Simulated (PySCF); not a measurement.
# Ionisation energy of Rh²⁺ by level of theory

Rh²⁺ [Kr] 4d7 (4F) → Rh³⁺ [Kr] 4d6 (5D), as a difference of total energies. Calculation: PySCF 2.14, in x2c-TZVPPall (8s6p6d2f1g, 79 functions); the spin-free X2C one-electron Hamiltonian (Gaussian nucleus). Correlated levels: valence: [Kr] frozen; valence and next inner shell: [Ar] 3d10 frozen. The calculations carry no spin-orbit coupling.

```
                                method  ionisation energy (eV)  plus first-order spin-orbit estimate  difference from reference of that sum (eV)
                                   UHF                  29.354                                29.418                                      -1.642
                                   LDA                  31.525                                31.590                                      +0.530
                                   PBE                  31.263                                31.328                                      +0.268
                                  PBE0                  31.090                                31.154                                      +0.094
                                r2SCAN                  31.037                                31.102                                      +0.042
                                 HSE06                  31.078                                31.143                                      +0.083
                             BHandHLYP                  30.934                                30.999                                      -0.061
                                 wB97X                  31.074                                31.139                                      +0.079
                               LC-wPBE                  31.066                                31.130                                      +0.070
                         MP2 (valence)                  30.673                                30.738                                      -0.322
                     SCS-MP2 (valence)                  30.826                                30.890                                      -0.170
    MP2 (valence and next inner shell)                  30.685                                30.750                                      -0.310
SCS-MP2 (valence and next inner shell)                  30.679                                30.743                                      -0.317
```

Reference: 31.06 eV (semi-empirical (NIST evaluation); NIST Atomic Spectra Database, ionization energies).

A first-order spin-orbit estimate (lowest level to lowest level, LS coupling) adds 0.064 eV.

Errors of the correlated levels include the incompleteness of this basis and the frozen core.
